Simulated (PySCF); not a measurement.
This singlet lies 2.01 eV below the relaxed triplet at the level B3LYP-D3(BJ)/def2-TZVP (PySCF).

B3LYP has the VWN-RPA correlation part, as in Gaussian. 

C2H4GeO, SMILES `[CH](=C)[Ge][OH]` (lower singlet; C–C–Ge–O torsion 180°, C–Ge–O–H torsion 0°) (charge 0, multiplicity 1)

The numbers are results of B3LYP-D3(BJ)/def2-TZVP run with PySCF, not measurements.

```
Item                            Result
-------------  -----------------------
HOMO                          -6.64 eV
dipole moment                   2.22 D
HOMO–LUMO gap                  4.29 eV
LUMO                          -2.34 eV
total energy              -60707.41 eV
cost           roughly 50 core-seconds
```

```xyz
8

C     -1.5683    -0.0941    -0.1929
C     -0.2691     0.2093    -0.1444
Ge     1.0630    -1.2760    -0.1015
O      2.5752    -0.2918    -0.0430
H     -2.3556     0.6538    -0.2187
H     -1.9076    -1.1274    -0.2093
H      0.0150     1.2622    -0.1300
H      2.4474     0.6640    -0.0442
```
Charge 0, spin multiplicity 1.
